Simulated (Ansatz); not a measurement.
Basis sets compared for Ga₂P. Total charge 0; doublet. Geometry B3LYP-D4/def2-TZVP. Ansatz on 4 threads of Arm Neoverse V1 on a shared host; times are rough, and most runs start from earlier orbitals.

```xyz
3

Ga   -0.078    1.791    0.482
Ga    0.540   -1.239   -1.164
P    -0.462   -0.552    0.683
```

The 6-31G sets use Cartesian d functions. At HF/def2-TZVP the charge 0 doublet is spin-contaminated (final ⟨S²⟩ up to 0.83, 0.75 for a pure state). The structure comes from a short search, and lower isomers may exist.

Binding counts from free atoms (Ga doublet, P quartet) in the same basis, without a counterpoise term.

```
                          level  functions  energy (Eh)  HOMO (eV)  LUMO (eV)  binding per atom (eV)  wall time
                       HF/6-31G         71   -4186.5375      -7.25      -0.73                   0.52        1 s
                   HF/def2-TZVP        133   -4187.2407      -7.36      -0.55                   0.76        3 s
                PBE-D4/def2-SVP         82   -4189.7274      -5.00      -4.65                   1.85      1.3 s
               PBE-D4/def2-TZVP        133   -4190.3385      -4.99      -4.60                   1.86      2.4 s
            r2SCAN-D4/def2-TZVP        133   -4191.0119      -5.20      -4.45                   1.77        8 s
               PBE0-D4/def2-SVP         82   -4189.8219      -5.75      -3.90                   1.72      2.1 s
PBE0-D4/def2-TZVP (with forces)        133   -4190.4309      -5.74      -3.84                   1.74        7 s
```

Question: Estimate the rows for PBE-D4/def2-TZVPD, r2SCAN-D4/def2-TZVPD, PBE0-D4/def2-TZVPD.

Answer: 
```json
{"level": "PBE-D4/def2-TZVPD", "functions": "151", "energy (Eh)": "-4190.3395", "HOMO (eV)": "-5.02", "LUMO (eV)": "-4.63", "binding per atom (eV)": "1.86", "wall time": "4 s"}
{"level": "r2SCAN-D4/def2-TZVPD", "functions": "151", "energy (Eh)": "-4191.0128", "HOMO (eV)": "-5.21", "LUMO (eV)": "-4.45", "binding per atom (eV)": "1.77", "wall time": "9.5 s"}
{"level": "PBE0-D4/def2-TZVPD", "functions": "151", "energy (Eh)": "-4190.4318", "HOMO (eV)": "-5.76", "LUMO (eV)": "-3.86", "binding per atom (eV)": "1.74", "wall time": "12 s"}
```
